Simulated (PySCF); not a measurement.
C5H7ClGaN.
Numbering: `[Cl:1][c:2]1[cH:3][cH:4][n+:5]([GaH3-:6])[cH:7][cH:8]1`

Lines to be assigned: C 1s: 291.63 (area 2), 292.33 (area 2), 293.08 (area 1) eV; N 1s: 406.09 eV; Cl 1s: 2829.78 eV; Cl 2p3/2: 207.17 eV.

Theory: delta-SCF UKS SCAN, pcX-2 on the ionised atom, pcseg-1 elsewhere, spin-free X2C (PySCF 2.14.0). Geometry: PBE0-D3(BJ)/def2-SVP; no solvent, vibrations or thermal averaging.

Q: Assign the C 1s lines to atoms.

A: 291.63 eV: C3/C8 (aromatic CH carbon); 292.33 eV: C4/C7 (aromatic CH next to a ring nitrogen); 293.08 eV: C2 (aromatic C–Cl carbon). Lowest listed C 1s: C3/C8, bonded to 2 C (aromatic in the SMILES) and H. Highest, 1.45 eV above it: C2, bonded to Cl and 2 C (aromatic in the SMILES). The widest gap between neighbouring values is 0.75 eV, between 292.33 and 293.08 eV.

Bonded neighbours of each site: Cl1: C; C2: Cl and 2 C (aromatic in the SMILES); C3/C8: 2 C (aromatic in the SMILES) and H; C4/C7: N (aromatic in the SMILES), C (aromatic in the SMILES) and H; N5: 2 C (aromatic in the SMILES) and Ga.

Q: Give the binding energy of C 1s of C3/C8 in hartree and in kJ/mol.

A: 291.63 eV = 10.7172 Eh = 28138 kJ/mol.

Atoms equivalent by their bonding share one computed value, that of the first of them. The unrestricted hole states depart most from a pure doublet (⟨S²⟩ = 0.75; over 0.85 named) for C 1s of C2 (0.87), which makes this value less certain. 2p3/2 and 2p1/2 are the ΔSCF energy of one spin-free 2p hole plus the eigenvalues of a spin–orbit and ligand-field matrix of the shell. 2p1/2 minus 2p3/2 (ligand field included): Cl 1.65 eV. No level of gallium is listed.
